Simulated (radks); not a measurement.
Results of a calculation; reference values are marked as such.
Question: All-electron atom: the zinc ion Zn9+ in [Ar] 3d3 (the NIST ground configuration). Code: a radial shooting solver on a logarithmic mesh with Libxc functionals. Model: Dirac Kohn-Sham, AM05, spin-unpolarised, spherical densities, finite nucleus; open shells fill j = l - 1/2 first; Fermi nuclear charge, rms radius 3.9283 fm. Some entries of the table are withheld. Estimate them.

orbital  occ.  eigenvalue (hartree)  <r^2> (bohr^2)  <1/r> (bohr^-1)
1s1/2       2                   (1)        0.003414            30.19
2s1/2       2             -51.32493         0.06026            6.619
2p1/2       2             -46.27526         0.04710              (2)
2p3/2       4             -45.40068         0.04861              (3)
3s1/2       2             -12.56368          0.4584            2.265
3p1/2       2             -10.92230          0.4673              (4)
3p3/2       4             -10.78158          0.4778              (5)
3d3/2       3              -8.06078          0.4641            1.960
3d5/2       0              -8.03767          0.4670            1.952

Answer: 
(1) 1s1/2 eigenvalue (hartree): -357.9893
(2) 2p1/2 <1/r> (bohr^-1): 6.575
(3) 2p3/2 <1/r> (bohr^-1): 6.419
(4) 3p1/2 <1/r> (bohr^-1): 2.174
(5) 3p3/2 <1/r> (bohr^-1): 2.140
